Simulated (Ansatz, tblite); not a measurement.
Cyclo-(X2SiS)n: vertical triplet (eV) at several levels, gas phase, relaxed structures; Ansatz, xTB through tblite. xTB has no spin-polarisation term. The structures are stationary points that may keep the symmetry of their start.

```json
{"species": "cyclo-(H2SiS)2 (Si2H4S2)", "state": "singlet", "geometry": "PBE0-D4/def2-SVP", "GFN1-xTB": "5.77", "GFN2-xTB": "4.51", "PBE-D4/def2-TZVP": "4.42", "r2SCAN-D4/def2-TZVP": "4.71", "PBE0-D4/def2-TZVP": "5.01"}
{"species": "cyclo-(Me2SiS)3 (C6H18S3Si3)", "state": "singlet", "geometry": "PBE-D4/def2-SVP", "GFN1-xTB": "6.21", "GFN2-xTB": "4.71", "PBE-D4/def2-TZVP": "4.88", "r2SCAN-D4/def2-TZVP": "5.21", "PBE0-D4/def2-TZVP": "5.43"}
```

Q: Estimate the rows for cyclo-(H2SiS)3 (Si3H6S3) (singlet, PBE-D4/def2-SVP geometry).

A: 
| species | state | geometry | GFN1-xTB | GFN2-xTB | PBE-D4/def2-TZVP | r2SCAN-D4/def2-TZVP | PBE0-D4/def2-TZVP |
| --- | --- | --- | --- | --- | --- | --- | --- |
| cyclo-(H2SiS)3 (Si3H6S3) | singlet | PBE-D4/def2-SVP | 5.76 | 4.43 | 4.57 | 4.92 | 5.18 |

Over the 3 species that have every level, the mean is 5.91 at GFN1-xTB, 4.55 at GFN2-xTB, 4.63 at PBE-D4/def2-TZVP, 4.95 at r2SCAN-D4/def2-TZVP, 5.21 at PBE0-D4/def2-TZVP.
